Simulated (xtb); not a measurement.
nickel atom (Ni), triplet (GFN-xTB shapes and energies of metal compounds can be far from the true ones); GFN2-xTB run with xtb.

Here is a job for xtb.
```
$ xtb mol.xyz --gfn 2 --uhf 2 --ohess --json

# file mol.xyz
1

Ni     0.00000000     0.00000000     0.00000000
```

Output, abridged:

```
   ID    Z sym.   atoms
    1   28 Ni     1

           -------------------------------------------------
          |                Calculation Setup                |
           -------------------------------------------------

           -------------------------------------------------
          |                 G F N 2 - x T B                 |
           -------------------------------------------------

          ...................................................
          :                      SETUP                      :
          :.................................................:
          :  # basis functions                  10          :
          :  # atomic orbitals                   9          :
          :  # shells                            3          :
          :  # electrons                        10          :
          :  max. iterations                   250          :
          :  Hamiltonian                  GFN2-xTB          :
          :  restarted?                      false          :
          :  GBSA solvation                  false          :
          :  PC potential                    false          :
          :  electronic temp.          300.0000000     K    :
          :  accuracy                    1.0000000          :
          :  -> integral cutoff          0.2500000E+02      :
          :  -> integral neglect         0.1000000E-07      :
          :  -> SCF convergence          0.1000000E-05 Eh   :
          :  -> wf. convergence          0.1000000E-03 e    :
          :  Broyden damping             0.4000000          :
          :  net charge                          0          :
          :  unpaired electrons                  2          :
          ...................................................

 iter      E             dE          RMSdq      gap      omega  full diag
   1     -4.5217999 -0.452180E+01  0.141E+01    5.65       5.6  T
   2     -4.5217999  0.000000E+00  0.113E+01    5.66       5.7  T
   3     -4.5217999  0.000000E+00  0.871E+00    5.69       5.7  T
   4     -4.5217999  0.000000E+00  0.697E+00    5.72       5.7  T
   5     -4.5217999  0.000000E+00  0.558E+00    5.75       5.7  T
   6     -4.5217999  0.000000E+00  0.446E+00    5.77       5.8  T
   7     -4.5217999  0.000000E+00  0.357E+00    5.80       5.8  T
   8     -4.5217999  0.000000E+00  0.285E+00    5.82       5.8  T
   9     -4.5217999  0.000000E+00  0.228E+00    5.84       5.8  T
  10     -4.5217999  0.000000E+00  0.183E+00    5.85       5.9  T
  11     -4.5217999  0.000000E+00  0.146E+00    5.86       5.9  T
  12     -4.5217999  0.000000E+00  0.117E+00    5.87       5.9  T
  13     -4.5217999  0.000000E+00  0.935E-01    5.88       5.9  T
  14     -4.5217999  0.000000E+00  0.748E-01    5.89       5.9  T
  15     -4.5217999  0.000000E+00  0.599E-01    5.89       5.9  T
  16     -4.5217999  0.000000E+00  0.479E-01    5.90       5.9  T
  17     -4.5217999  0.000000E+00  0.383E-01    5.90       5.9  T
  18     -4.5217999  0.000000E+00  0.307E-01    5.91       5.9  T
  19     -4.5217999  0.000000E+00  0.245E-01    5.91       5.9  T
  20     -4.5217999  0.000000E+00  0.196E-01    5.91       5.9  T
  21     -4.5217999  0.000000E+00  0.157E-01    5.91       5.9  T
  22     -4.5217999  0.000000E+00  0.126E-01    5.91       5.9  T
  23     -4.5217999  0.000000E+00  0.100E-01    5.91       5.9  T
  24     -4.5217999  0.000000E+00  0.803E-02    5.91       5.9  T
  25     -4.5217999  0.000000E+00  0.643E-02    5.92       5.9  T
  26     -4.5217999  0.000000E+00  0.514E-02    5.92       5.9  T
  27     -4.5217999  0.000000E+00  0.411E-02    5.92       5.9  T
  28     -4.5217999  0.000000E+00  0.329E-02    5.92       5.9  T
  29     -4.5217999  0.000000E+00  0.263E-02    5.92       5.9  T
  30     -4.5217999  0.000000E+00  0.211E-02    5.92       5.9  T
  31     -4.5217999  0.000000E+00  0.169E-02    5.92       5.9  T
  32     -4.5217999  0.000000E+00  0.135E-02    5.92       5.9  T
[...]
         :: total energy              -4.521799939018 Eh    ::
         :: total energy              -4.521799939018 Eh    ::
[...]
   full:        0.000       0.000       0.000       0.000       0.000       0.000

           -------------------------------------------------
          |               Frequency Printout                |
Molecule has the following symmetry elements: (i) (Cinf) (sigma)
It seems to be the Kh point group
           -------------------------------------------------
 vibrational frequencies (cm⁻¹)
eigval :        0.13     0.13     0.13
 reduced masses (amu)
   1:  0.00   2:  0.00   3:  0.00
 IR intensities (km·mol⁻¹)
   1:  0.00   2:  0.00   3:  0.00
 Raman intensities (Ä⁴*amu⁻¹)
   1:  0.00   2:  0.00   3:  0.00
 output can be read by thermo (or use thermo option).
 writing <g98.out> molden fake output.
 recommended (thermochemical) frequency scaling factor: 1.0
           -------------------------------------------------
          |             Thermodynamic Functions             |
           -------------------------------------------------

Kh  symmetry found (for desy threshold:  0.10E+00) used in thermo

          ...................................................
          :                      SETUP                      :
          :.................................................:
          :  # frequencies                           0      :
          :  # imaginary freq.                       0      :
          :  linear?                              true      :
          :  only rotor calc.                     true      :
          :  symmetry                               Kh      :
          :  rotational number                       1      :
          :  scaling factor                  1.0000000      :
          :  rotor cutoff                   50.0000000 cm⁻¹ :
          :  imag. cutoff                  -20.0000000 cm⁻¹ :
          :.................................................:

    mode    ω/cm⁻¹     T·S(HO)/kcal·mol⁻¹    T·S(FR)/kcal·mol⁻¹   T·S(vib)
   ------------------------------------------------------------------------
   ------------------------------------------------------------------------

   temp. (K)  partition function   enthalpy   heat capacity  entropy
                                   cal/mol     cal/K/mol   cal/K/mol   J/K/mol
 298.15  VIB   1.00                    0.000      0.000      0.000
         ROT   1.00                    0.000      0.000      0.000
         INT   1.00                    0.000      0.000      0.000
         TR   0.435E+27             1481.254      4.968     38.112
         TOT                        1481.2539     4.9681    38.1124   159.4623

       T/K    H(0)-H(T)+PV         H(T)/Eh          T*S/Eh         G(T)/Eh
   ------------------------------------------------------------------------
    298.15    0.236053E-02    0.236053E-02    0.181084E-01   -0.157479E-01
   ------------------------------------------------------------------------

         :::::::::::::::::::::::::::::::::::::::::::::::::::::
         ::                  THERMODYNAMIC                  ::
         :::::::::::::::::::::::::::::::::::::::::::::::::::::
         :: total free energy          -4.537547848735 Eh   ::
         ::.................................................::
         :: total energy               -4.521799939018 Eh   ::
         :: zero point energy           0.000000000000 Eh   ::
         :: G(RRHO) w/o ZPVE           -0.015747909716 Eh   ::
         :: G(RRHO) contrib.           -0.015747909716 Eh   ::
         :::::::::::::::::::::::::::::::::::::::::::::::::::::

optimized geometry written to: xtbopt.xyz

           -------------------------------------------------
          | TOTAL ENERGY               -4.521799939018 Eh   |
          | TOTAL ENTHALPY             -4.519439410639 Eh   |
          | TOTAL FREE ENERGY          -4.537547848735 Eh   |
          | GRADIENT NORM               0.000000000000 Eh/α |
          | HOMO-LUMO GAP               5.917514925011 eV   |
           -------------------------------------------------

normal termination of xtb
```
